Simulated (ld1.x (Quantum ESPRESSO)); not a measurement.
## Reading a pseudo-wave (C (Z = 6))

Columns: radius, all-electron u(r) and pseudo u(r) of the 2p shell (level -5.24 eV) of carbon in the configuration [He] 2s2 2p2; PBEsol, non-relativistic, TM scheme, ld1.x (Quantum ESPRESSO) 7.5.

```
r (bohr)  all-electron  pseudo
   0.168        0.1106  0.0307
   0.335        0.2912  0.1169
   0.503        0.4514  0.2452
   0.670        0.5698  0.3929
   0.838        0.6488  0.5378
   1.005        0.6919  0.6567
   1.172        0.7073  0.7366
   1.340        0.7021  0.7727
   1.508        0.6826  0.7688
   1.675        0.6538  0.7354
   1.842        0.6192  0.6845
   2.010        0.5812  0.6263
   2.178        0.5417  0.5687
   2.345        0.5024  0.5160
   2.512        0.4639  0.4694
   2.680        0.4266  0.4282
   2.848        0.3912  0.3914
   3.015        0.3580  0.3580
   3.182        0.3270  0.3270
   3.350        0.2981  0.2981
   3.518        0.2715  0.2715
   3.685        0.2471  0.2471
   3.852        0.2247  0.2247
   4.020        0.2040  0.2040
   4.188        0.1852  0.1852
   4.355        0.1681  0.1681
```

Question: How many radial nodes do the two functions have?

Answer: The all-electron 2p function has n − l − 1 = 0; the pseudo-wave has 0.

Question: At about which radius was the pseudo-wave matched?

Answer: 3.20 bohr. The columns agree to 0.0005 from 2.85 bohr on; several derivatives are matched, so the curves merge somewhat inside the radius.

Question: Where does each function peak?

Answer: Outermost all-electron maximum near 1.17 bohr, pseudo maximum near 1.34 bohr (to the table’s step).

Question: Is the pseudo-wave norm-conserving?

Answer: Yes: the TM scheme keeps the norm inside the radius equal to the all-electron one, which fixes the energy derivative of the logarithmic derivative at the level.
